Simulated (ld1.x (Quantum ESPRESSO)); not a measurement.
# Transferability test, TM potential for Br

```
Element                 : Br
Generator               : ld1.x (Quantum ESPRESSO) 7.5
Type                    : norm-conserving Troullier–Martins (Kleinman–Bylander form)
Functional              : PBEsol
Relativity              : scalar-relativistic
Frozen core             : [Ar] 3d10
Valence charge          : 7
Reference configuration : 4s2 4p5
Partial waves           : 4p (bound): rc 1.20 bohr; 4s (bound): rc 1.02 bohr
Local potential         : the s channel
Core correction         : none
```

Energies are relative to the spin-unpolarised reference configuration 4s2 4p5; without spin polarisation the order of configurations can differ from experiment.

```
valence configuration  charge  ΔE all-electron (eV)  error AE − PS (meV)
              4s2 4p4      +1                12.553                 -9.9
              4s2 4p3      +2                35.325                  -35
              4s2 4p2      +3                69.334                  -48
              4s1 4p5      +1                25.561                  -38
            4s2 4p4.5    +0.5                 5.073                 -2.7
              4s2 4p1      +4               115.399                  +19
```

**Question.** What are ΔE and the potential's error for 4s2 4p5.3?

**Answer.** ΔE = -1.962 eV all-electron; the error (AE − PS) is -0.4 meV.

ld1.x printed “convergence not achieved” for 2 of the counted tests; their residual had stalled under 1e-8, short of the target of 1e-14.

Note: ghost state, extra bound levels that the all-electron valence spectrum of the same l lacks: p at -41.4 eV. A true bound ghost makes a file unfit for plane-wave use.
